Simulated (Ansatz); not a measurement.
Clusters of 3 atoms, III-V: PBE0-D4/def2-TZVP single points in Ansatz on relaxed structures, gas phase. Each cluster is the lowest isomer that a short search found in that spin, judged at the geometry's level, and lower ones may exist. Core potentials for In, Sb, no spin–orbit coupling. HOMO and LUMO are taken over both spins. Binding counts from free atoms in the multiplicity of their measured ground term, without zero-point energy. The structures are stationary points that may keep the symmetry of their start. Remarks come from the PBE and PBE0 runs and from stability tests at other levels; not every state was tested.

Question: Estimate the order by gap (eV), lowest first.
A. GaP2 (doublet)
B. Al2Sb (doublet)
C. B2Sb (doublet)
D. Ga2P (doublet)
E. B2As (doublet)
F. BAs2 (doublet)

Answer: D (1.90), B (2.28), A (2.52), F (2.77), C (2.95), E (3.64).

In full:

```csv
species,atoms,state,geometry,HOMO (eV),LUMO (eV),gap (eV),binding per atom (eV),lowest of the spins relaxed,point group (within 0.1 Å),remarks
Al2Sb,3,doublet,PBE-D4/def2-TZVP,-5.66,-3.38,2.28,1.55,"doublet, of doublet/quartet",C2v,spin-contaminated (⟨S²⟩ up to 0.87)
BAs2,3,doublet,PBE-D4/def2-TZVP,-5.95,-3.19,2.77,2.39,"doublet, of doublet/quartet",C2v,–
Ga2P,3,doublet,B3LYP-D4/def2-TZVP,-5.74,-3.84,1.90,1.74,"doublet, of doublet/quartet",Cs,–
Al2N,3,doublet,PBE0-D4/def2-TZVP,-6.16,-3.86,2.30,2.59,"doublet, of doublet/quartet",D∞h,–
InN2,3,doublet,r2SCAN-D4/def2-TZVP,-3.83,-1.95,1.88,3.26,"doublet, of doublet/quartet",C2v,–
GaP2,3,doublet,PBE0-D4/def2-TZVP,-5.75,-3.24,2.52,2.23,"doublet, of doublet/quartet",C2v,–
B2Sb,3,doublet,r2SCAN-D4/def2-TZVP,-6.53,-3.58,2.95,2.48,"doublet, of doublet/quartet",C2v,spin-contaminated (⟨S²⟩ up to 0.90)
B2As,3,doublet,PBE-D4/def2-TZVP,-6.91,-3.27,3.64,2.75,"doublet, of doublet/quartet",Cs,–
```

The gap (eV) runs from 1.88 (InN2) to 3.64 (B2As).
